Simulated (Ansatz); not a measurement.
BH₇NPSi, SMILES `B[SiH](N)P`. Total charge 0; spin multiplicity 1.

Z-matrix (Å, degrees):
```
B
P 1 2.479
Si 1 1.936 2 61.9
H 1 1.194 2 105.9 3 117.4
H 1 1.199 2 105.3 3 -114.0
H 2 1.419 1 89.8 3 -95.8
H 2 1.459 1 45.0 3 169.4
N 3 1.706 1 121.8 2 -110.7
H 3 1.480 1 124.3 2 95.4
H 8 1.006 3 122.2 1 160.6
H 8 1.006 3 120.3 1 8.8
```

Task: What are the harmonic wavenumbers in cm⁻¹ at PBE0-D4/def2-TZVP (Ansatz, finite differences of forces, unscaled)? (Best estimate.)

Result: The calculation gave: 136, 190, 198, 276, 303, 354, 376, 469, 559, 618, 680, 703, 762, 790, 886, 913, 937, 1046, 1113, 1578, 2171, 2254, 2422, 2567, 2671, 3612, 3710.

Task: Is this a minimum?

Result: Yes, all 27 modes are real.

Task: Give the ideal-gas thermochemistry at 298.15 K and 1 bar (rigid rotor, harmonic oscillator; point group C1, symmetry number 1).

Result: Zero-point energy 193.2 kJ/mol; H(298) − E = 215.1 kJ/mol; entropy 341.0 J/(mol·K), of which translation 165.1, rotation 110.1, vibration 65.8; G(298) − E = 113.4 kJ/mol.

Task: And at 400, 500, 600, 800 and 1000 K?

Result: 
| T (K) | H − E (kJ/mol) | S (J/mol/K) | G − E (kJ/mol) |
| --- | --- | --- | --- |
| 400 | 228.5 | 379.5 | 76.7 |
| 500 | 243.5 | 413.1 | 37.0 |
| 600 | 260.0 | 443.1 | -5.8 |
| 800 | 296.3 | 495.1 | -99.8 |
| 1000 | 335.9 | 539.2 | -203.3 |
